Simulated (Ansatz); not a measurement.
vinyl fluoride (C$_{2}$H$_{3}$F), singlet, at a GFN2-xTB geometry. Base run: HF/3-21G (Ansatz, an electronic-structure program).

Input for Ansatz:
Ansatz 0.2 input:
```yaml
crystal:
  periodic: [false, false, false]
  atoms:
    - {symbol: C, position_ang: [-0.00023788, 0.43449972, 0.00081824]}
    - {symbol: C, position_ang: [1.18088301, -0.14251782, -0.00743430]}
    - {symbol: F, position_ang: [-1.13849945, -0.27602062, 0.00639030]}
    - {symbol: H, position_ang: [-0.19582915, 1.49728660, 0.00400312]}
    - {symbol: H, position_ang: [1.28183807, -1.21329030, -0.01005988]}
    - {symbol: H, position_ang: [2.07661539, 0.44829788, -0.01175956]}
basis:
  gaussian:
    orbitals: 3-21G.json
hamiltonian:
  xc: hf
```
The basis file holds 3-21G in the JSON format of the Basis Set Exchange.

Variants of this job, named by their change:

```json
[
 {"change": "base", "ΔE vs base (µEh)": "0.0"},
 {"change": "forces = on", "ΔE vs base (µEh)": "0.0"},
 {"change": "nuclear_model = gaussian", "ΔE vs base (µEh)": "23.0"},
 {"change": "lower_state_search = light", "ΔE vs base (µEh)": "0.0"},
 {"change": "accuracy = high", "ΔE vs base (µEh)": "-11.8"},
 {"change": "point_charge = charge:1.0 position_ang:2.6288, 1.6102, 3.9573", "ΔE vs base (µEh)": "1277"},
 {"change": "fitting.mean_field = cc-pVTZ-JKFIT", "ΔE vs base (µEh)": "33.8"},
 {"change": "point_charge = charge:0.5 position_ang:-1.4167, -4.1547, -0.4023", "ΔE vs base (µEh)": "-3467"},
 {"change": "fitting.mean_field = def2-universal-JKFIT", "ΔE vs base (µEh)": "85.1"},
 {"change": "point_charge = charge:-1.0 position_ang:0.7888, -3.9132, -2.4338", "ΔE vs base (µEh)": "-246"},
 {"change": "lower_state_search = off", "ΔE vs base (µEh)": "0.0"}
]
```
